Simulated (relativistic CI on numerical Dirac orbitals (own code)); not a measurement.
Electric-dipole transitions in Os14+

Method of calculation: Dirac-Coulomb-Breit CI, orbitals from a KLI potential per configuration, a model potential for QED, unscaled Slater integrals (own radial code, finite nucleus).

Configuration list (outside the closed core [Kr] 4d10): 4f14 5s2, 4f14 5s 5p, 4f13 5s2 5p, 4f14 5s 5d, 4f13 5s2 5d, 4f14 5s 5f, 4f14 5p 5d, 4f14 5s 5g, 4f14 5p2, 4f13 5p3, 4f13 5p2 5d, 4f14 5d2, 4f13 5p 5d2, 4f13 5d3. Double excitations out of closed p, d and f shells are left out; levels of such configurations are missing from the list, as are those of other unlisted configurations, and high levels can miss mixing partners.

```tsv
λ vac (Å)	Lower	Upper	A (s⁻¹)	log gf	S velocity/length
123.94	4f14 5s2 1S_0 [1]	4f13 5s2 5d 1P°_1 [38]	1.97e+11	0.13	0.74
159.06	4f13 5s2 5p 3G_3 [4]	4f13 5s2 5d 1F°_3 [34]	6.46e+10	0.23	0.93
159.97	4f13 5s2 5p 3D_3 [2]	4f13 5s2 5d 3G°_4 [24]	5.74e+10	0.30	0.94
160.79	4f13 5s2 5p 3D_3 [2]	4f13 5s2 5d 3D°_3 [23]	1.18e+11	0.50	0.93
160.94	4f13 5s2 5p 3G_4 [3]	4f13 5s2 5d 3G°_4 [24]	8.26e+10	0.46	0.94
161.04	4f13 5s2 5p 3F_2 [5]	4f13 5s2 5d 1F°_3 [34]	4.70e+10	0.11	0.97
161.77	4f13 5s2 5p 3G_4 [3]	4f13 5s2 5d 3D°_3 [23]	3.50e+10	-0.02	0.96
162.86	4f14 5s 5p 3P°_0 [6]	4f14 5s 5d 3D_1 [42]	9.81e+10	0.07	1.01
163.04	4f13 5s2 5p 3G_3 [4]	4f13 5s2 5d 3H°_4 [27]	1.38e+11	0.70	0.95
163.44	4f13 5s2 5p 3F_2 [5]	4f13 5s2 5d 1D°_2 [29]	1.02e+11	0.31	0.97
163.58	4f13 5s2 5p 3G_4 [3]	4f13 5s2 5d 3H°_5 [22]	1.52e+11	0.83	0.96
163.61	4f13 5p3 3D_2 [47]	4f13 5p2 5d 3F°_3 [197]	1.31e+11	0.57	1.13
164.92	4f13 5s2 5p 3D_3 [2]	4f13 5s2 5d 3P°_2 [21]	1.47e+11	0.48	0.96
165.03	4f13 5p3 3G_5 [46]	4f13 5p2 5d 3H°_6 [184]	8.29e+10	0.64	1.02
166.06	4f14 5s 5p 3P°_1 [7]	4f14 5s 5d 3D_2 [43]	1.13e+11	0.37	1.01
166.78	4f13 5s2 5p 3F_2 [5]	4f13 5s2 5d 3P°_1 [25]	7.84e+10	-0.01	0.96
167.80	4f14 5p2 3P_0 [18]	4f14 5p 5d 3D°_1 [85]	1.60e+11	0.31	1.03
169.22	4f14 5p2 1D_2 [20]	4f14 5p 5d 3D°_3 [93]	1.33e+11	0.60	1.02
186.49	4f14 5s 5d 3D_1 [42]	4f14 5s 5f 3F°_2 [118]	1.76e+11	0.66	0.93
188.48	4f14 5s 5d 3D_2 [43]	4f14 5s 5f 3F°_3 [120]	1.81e+11	0.83	0.93
192.56	4f14 5s 5d 3D_3 [45]	4f14 5s 5f 3F°_4 [121]	2.12e+11	1.03	0.93
194.57	4f13 5s2 5p 3G_5 [8]	4f13 5s2 5d 3G°_5 [33]	3.59e+10	0.35	0.87
195.97	4f13 5s2 5p 3G_4 [13]	4f13 5s2 5d 3G°_4 [40]	3.32e+10	0.24	0.88
197.54	4f13 5s2 5p 3D_1 [11]	4f13 5s2 5d 3D°_1 [35]	7.70e+10	0.13	0.89
197.96	4f14 5p2 3P_2 [41]	4f14 5p 5d 3D°_3 [101]	1.17e+11	0.68	0.98
199.12	4f13 5s2 5p 1F_3 [10]	4f13 5s2 5d 3F°_4 [32]	5.60e+10	0.48	0.92
199.66	4f13 5s2 5p 1F_3 [10]	4f13 5s2 5d 3D°_3 [30]	5.29e+10	0.34	0.92
199.83	4f13 5s2 5p 3F_2 [14]	4f13 5s2 5d 3F°_3 [39]	5.60e+10	0.37	0.93
200.02	4f13 5s2 5p 3G_5 [8]	4f13 5s2 5d 3H°_6 [26]	1.11e+11	0.94	0.93
200.08	4f13 5s2 5p 3D_2 [9]	4f13 5s2 5d 3D°_2 [28]	6.32e+10	0.28	0.91
200.20	4f13 5s2 5p 3G_4 [13]	4f13 5s2 5d 3H°_5 [36]	1.08e+11	0.85	0.93
200.20	4f14 5s 5p 3P°_2 [16]	4f14 5s 5d 3D_3 [45]	1.07e+11	0.65	1.00
200.31	4f14 5s 5d 1D_2 [54]	4f14 5s 5f 1F°_3 [126]	2.38e+11	1.00	0.96
200.46	4f13 5s2 5p 3F_3 [15]	4f13 5s2 5d 3G°_4 [40]	7.73e+10	0.62	0.94
201.15	4f13 5s2 5p 3F_4 [12]	4f13 5s2 5d 3G°_5 [33]	7.51e+10	0.70	0.94
201.20	4f13 5s2 5p 3F_3 [15]	4f13 5s2 5d 3F°_3 [39]	4.75e+10	0.30	0.94
201.78	4f13 5s2 5p 3F_4 [12]	4f13 5s2 5d 3F°_4 [32]	4.62e+10	0.40	0.95
202.10	4f13 5s2 5p 3F_2 [14]	4f13 5s2 5d 3D°_2 [37]	6.11e+10	0.27	0.95
203.65	4f14 5s 5p 1P°_1 [17]	4f14 5s 5d 1D_2 [54]	1.68e+11	0.72	1.04
203.70	4f13 5s2 5p 3D_2 [9]	4f13 5s2 5d 3P°_1 [25]	5.28e+10	-0.01	0.93
207.93	4f14 5p2 3P_1 [19]	4f14 5p 5d 3P°_2 [84]	7.00e+10	0.36	1.00
211.64	4f14 5p2 1D_2 [20]	4f14 5p 5d 3F°_3 [82]	3.65e+10	0.23	1.01
221.61	4f14 5s2 1S_0 [1]	4f14 5s 5p 1P°_1 [17]	7.86e+10	0.24	0.98
225.40	4f14 5s 5p 3P°_2 [16]	4f14 5p2 3P_2 [41]	4.04e+10	0.19	1.09
229.00	4f14 5s 5p 3P°_1 [7]	4f14 5p2 1D_2 [20]	2.22e+10	-0.06	1.09
```

Terms are leading LS components. Brackets give the number of a level in order of energy, since labels repeat. The list gives strong lines, with weight on those to low levels, among the lowest 200 of 1071 levels, so that lines to higher ones, which can be the strongest, are missing. Levels whose partners in the same complex of configurations lie outside the list can be far off, and so can their lines. Rates are taken at the computed energies, electric ones in the length gauge. A velocity-to-length ratio far from 1 marks an uncertain rate.

At this charge transitions that keep the count of f electrons are usually good to a few per cent. Levels and lines within the n = 5 or 6 shells can be off by up to 10 % or somewhat more, and those that change n by about 2 %, since core polarisation is missing. Levels that differ in their count of f electrons can be misplaced by several ten thousand cm⁻¹, since the correlation energy of f electrons is missing or only estimated; rates across such gaps can be off by orders of magnitude.

LS names give the leading component of a level, which can be under half, so a name can repeat, a term be missing and a line seem to break the LS rules.
